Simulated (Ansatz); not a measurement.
FH5OSSi2 (`O[SiH2]S[SiH2]F`). Total charge 0; spin multiplicity 1. All single points use the PBE0-D4/def2-TZVP geometry. It is one conformer, not always the lowest.

```xyz
10

O     1.291    0.190    1.740
Si    0.661   -1.033    0.856
S     0.787   -0.667   -1.261
Si   -0.824    0.694   -1.335
F    -0.597    1.839   -0.226
H     0.929    1.067    1.586
H     1.481   -2.229    1.130
H    -0.774   -1.251    1.172
H    -2.115    0.059   -0.995
H    -0.838    1.329   -2.669
```

Problem. What is the dipole moment at PBE/def2-TZVPP? (Estimate.)

Solution. The calculation gave: 1.17 D, with components (-1.07, 0.11, -0.44) D in this frame, pointing from negative to positive charge.

Problem. And with r2SCAN, B3LYP, ωB97M-V? (Estimate.)

Solution. Ansatz gave: r2SCAN 1.23 D, B3LYP 1.31 D, ωB97M-V 1.30 D.

Problem. Give the Mulliken charges with PBE, ωB97M-V, B3LYP in def2-TZVPP. (An estimate is asked.)

Solution. Computed: 
```
atom    PBE  ωB97M-V  B3LYP
  O1  -0.34    -0.37  -0.38
 Si2   0.44     0.41   0.52
  S3  -0.27    -0.27  -0.32
 Si4   0.49     0.46   0.57
  F5  -0.29    -0.33  -0.34
  H6   0.20     0.19   0.19
  H7  -0.05    -0.01  -0.06
  H8  -0.07    -0.04  -0.08
  H9  -0.06    -0.02  -0.06
 H10  -0.06    -0.02  -0.06
```

B3LYP here is the variant with VWN-RPA as its local correlation; programs differ in this.
